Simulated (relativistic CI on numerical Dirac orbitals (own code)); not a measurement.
Calculated at this level of theory: Dirac-Coulomb-Breit CI, separate exchange-only KLI orbitals for each configuration, a model potential for QED, unscaled Slater integrals (own radial code, finite nucleus).

The strongest absorption lines from the ground level of an ion, among the configurations computed and to levels below about 2130 eV (vacuum wavelength in Å, gf): 8.6052 (0.071), 8.7529 (0.061), 12.170 (0.18), 12.722 (0.2), 65.462 (1), 130.22 (0.24).

(1) Which ion is it?
A. Ta⁴⁴⁺
B. Tl⁵²⁺
C. Ta⁴⁶⁺
D. Ir⁴⁸⁺

## Answers

(1) A. Ta⁴⁴⁺ has 29 electrons and the ground level 3d¹⁰4s ²S1/2; the strongest line goes to 3d¹⁰4p ²P°3/2. The pattern of lines fixes the number of electrons, and along that sequence the line energies rise steadily with the charge (about as its square where n changes within one kind of shell, about linearly where n is kept but much faster in heavy ions where fine structure, which grows about as Z⁴, sets the gap, and irregularly where shells cross), which fixes Z. Configurations outside the model, such as inner-shell arrays, can give stronger lines. At this charge energies of transitions that change n are usually good to better than 1 %, and those within a shell (Δn = 0) to a few per cent.

LS names give the leading component of a level, which can be under half, so a name can repeat, a term be missing and a line seem to break the LS rules.
